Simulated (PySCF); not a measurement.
**Dipole moment and polarisability of `C[SiH2][SiH2]P`**

Compound: CH9PSi2.
Numbering: `[CH3:1][SiH2:2][SiH2:3][PH2:4]` (hydrogens: H5, H6, H7 on C1; H8, H9 on Si2; H10, H11 on Si3; H12, H13 on P4)

Cartesian coordinates in Å at the GFN2-xTB level; atoms count from 1:
```xyz
13
CH9PSi2 angstrom
C     -2.340   -0.146   -0.644
Si    -0.722   -0.739    0.152
Si     1.026    0.588   -0.614
P      2.980   -0.277    0.070
H     -2.546    0.890   -0.388
H     -3.188   -0.739   -0.314
H     -2.296   -0.211   -1.727
H     -0.894   -0.666    1.613
H     -0.545   -2.164   -0.165
H      1.170    0.657   -2.076
H      0.933    1.995   -0.186
H      2.729   -0.091    1.415
H      3.689    0.904   -0.015
```

Level: CAM-B3LYP/def2-SVPD (PySCF), static field, nuclei fixed, core orbitals frozen in the response. The polarisability tensor in these axes (au):

```
x   122.10   0.74   4.53
y     0.74  87.61  -4.92
z     4.53  -4.92  84.52
```

Problem. What are the eigenvalues, a third of the trace, and Δα (Δα² = ½Σ(αi − αj)² over the three pairs)?

Solution. Principal values 80.51, 91.08 and 122.64 au; mean 98.08 au = 14.53 Å³ = 16.17 × 10⁻⁴⁰ C²·m²/J; Δα = 37.97 au (39 % of the mean).

Problem. What is the dipole moment, and where does it point?

Solution. (-1.09, 0.66, 0.05) D, 1.28 D in size, pointing from the negative to the positive side. Measured along this direction, the outermost atoms are P4 and H13 at the negative end and H5 at the positive end.

Problem. What molar refraction does this α imply?

Solution. Lorentz–Lorenz: R = (4π/3)N_A α = 2.5225 cm³/(mol·Å³) × 14.53 Å³ = 36.7 cm³/mol, in the limit of long wavelengths.

Problem. Refractivity n − 1 of an ideal gas of it at 400 K and 1 atm, from the electronic α?

Solution. N = p/kT = 1.8347 × 10¹⁹ cm⁻³, so n − 1 = 2π × N × 14.53 × 10⁻²⁴ cm³ = 1675 × 10⁻⁶ at long wavelengths.

Problem. In a dilute gas of rigid molecules at 400 K, how does the orientational term μ²/3kT compare with the electronic polarisability?

Solution. In Gaussian units μ²/3kT = 9.83 Å³ against 14.53 Å³, a ratio of 0.68; the Debye molar polarisation (4π/3)N_A(α + μ²/3kT) is 61.5 cm³/mol, leaving out the vibrational part.

Problem. In TDDFT the mean static polarisability is Σ f/ω² over all singlet excitations (ω in hartree). How much of it do the 8 lowest give? Their energies (eV) and oscillator strengths: 6.23, 0.0532; 6.52, 0.0219; 6.83, 0.1153; 6.91, 0.0305; 7.05, 0.1116; 7.28, 0.0112; 7.45, 0.0365; 7.67, 0.0371.

Solution. They add up to 6.47 au, 6.6 % of the 98.08 au; the largest single term is 1.83 au, from the state at 6.83 eV. Terms in order: 1.01, 0.38, 1.83, 0.47, 1.66, 0.16, 0.49, 0.47 au. Higher excitations give the rest. The strengths listed sum to 0.417.

Problem. Rayleigh depolarisation ratio (linearly polarised light, static tensor)?

Solution. ρ = 3Δα²/(45ᾱ² + 4Δα²) = 4324.7/(432865 + 5766.3) = 0.00986.

The structure is a single GFN2-xTB conformer in the gas phase; no vibrational or solvent corrections.

The run behind these numbers computed excited states as well. Hardware: one thread, Arm Neoverse V1, shared host. Cost: 32 s wall.
